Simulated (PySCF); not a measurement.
Ligands exchanged one at a time, B CH3-OH. Isolated molecules, 0 K electronic values unless said otherwise. One relaxed conformer stands for each flexible species; it need not be the lowest. Strings in code marks are SMILES.

Computed with PySCF with PBE-D3(BJ)/def2-TZVP // PBE0-D3(BJ)/def2-TZVP. All candidates: neutral, multiplicity 1. Excitations are Tamm–Dancoff values on a coarser integration grid. The basis has no diffuse functions, so Rydberg states are missing or too high.

The LUMO is -0.32 eV. The T1 excitation (TDA) is 6.29 eV and the HOMO comes out as -6.95 eV.

**Question.** Identify which member has these values.
A. `CB(C)O` (C–B–O–H torsion 178°)
B. `CB(C)C`
C. `OB(O)O`
D. `CB(O)O` (O–B–O–H torsion 0°, O–B–O–H torsion 180°)

**Answer.** A, `CB(C)O` (C–B–O–H torsion 178°). The others give `CB(O)O` (O–B–O–H torsion 0°, O–B–O–H torsion 180°): -0.15 eV, 7.21 eV, -7.48 eV; `OB(O)O`: -0.72 eV, 6.61 eV, -7.42 eV; `CB(C)C`: -1.15 eV, 5.57 eV, -7.10 eV
